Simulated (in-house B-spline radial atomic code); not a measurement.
Values are calculated unless marked as measured or tabulated.
## Building a PAW s channel for Sr, r_c = 3.01 bohr

Sr, [Kr] 5s2, non-relativistic LDA (VWN5), spherical and spin-unpolarised, from a B-spline radial code for spherical atoms (atomic units; all potentials screened as in the neutral atom).

Two all-electron partial waves φ1, φ2 are integrated outwards at E1 = ε(5s) = -0.131793 and E2 = E1 + 1 hartree; φ1 is the bound orbital and φ2 has unit norm inside r_c = 3.0094 bohr. Smooth partners are polynomials, r^1(a0 + a1 r² + a2 r⁴ + a3 r⁶), matched to φ and three derivatives at r_c, with no condition on the norm. The local potential is -2.80666 + (0.687972) r² + (-0.0712491) r⁴ + (0.00270879) r⁶ inside 2.5694 bohr and the all-electron one outside.

```
wave     φ(r_c)    φ'(r_c)           a0          a1            a2            a3
   1  0.4936087  0.1467547  -0.06628802  0.06716879  -0.006304226  0.0001872178
   2  0.3380553  -1.457669    0.5778217  0.04804356   -0.01806431  0.0007822372
```

Inside r_c the overlaps are <φi φj> = [[0.18449, 0.38456], [0.38456, 1.00000]] and, for the smooth waves, [[0.16241, 0.38529], [0.38529, 1.66917]]. With χj = (Ej − T − V_local) applied to smooth wave j, the program's quadrature gives the matrix B_ij = <smooth i, χj> as [[0.05283, 0.31583], [0.31511, 2.56100]].

Task: Check the match of the first wave, and find the augmentation charges q_ij.

Result: At r_c the four terms are -0.19949, 1.83066, -1.55608, 0.41851, which sum to 0.4936, φ1(r_c) to rounding. q_ij is the all-electron overlap less the smooth one: [[0.02208, -0.00072], [-0.00072, -0.66917]]. The smooth first wave has a norm of 0.1624 inside r_c against 0.1845, and q11 > 0 puts back the missing charge.

Task: B isn't symmetric. Show that D_ij = B_ij + Ej q_ij is.

Result: Integrating by parts gives B12 − B21 = (E1 − E2) q12: 0.31583 − (0.31511) = 0.00072, and −1 × (-0.00072) = 0.00072. So D12 = 0.31583 + (0.868207)(-0.00072) = 0.31521 and D21 = 0.31511 + (-0.131793)(-0.00072) = 0.31521; D11 = 0.04992, D22 = 1.98002. The projectors, p = (B⁻¹)ᵀ χ, are dual to the smooth waves; det B = 0.036.

Solving (T + V_local + Σ p D p) ψ = E (1 + Σ p q p) ψ in a sphere of 9 bohr, whose wall lifts the free-atom level a little, gives these levels:

| all-electron | one projector | two projectors |
| --- | --- | --- |
| -0.127322 | -0.507118 | -2.984000 |
| 0.143883 | -0.127323 | -0.127322 |
| 0.551459 | 0.142403 | 0.143746 |
| 1.118490 | 0.534002 | 0.551242 |
| 1.834700 | 1.039950 | 1.117990 |

Task: What does the second projector gain?

Result: With one projector a ghost lies below the reference level, so the set fails. With two a ghost lies below the reference level, so the set fails. The lowest eigenvalue of the overlap operator is 1 with one and 0.08602 with two projectors. The smooth orbital alone needs a cutoff of 1.92 hartree for 1 millihartree of kinetic energy, against 3.28 for a norm-conserving Troullier-Martins orbital of the same radius, which is no gain while the set fails. The first smooth wave changes sign inside r_c, since a0 and φ(r_c) differ in sign; such a node invites a ghost below the level.
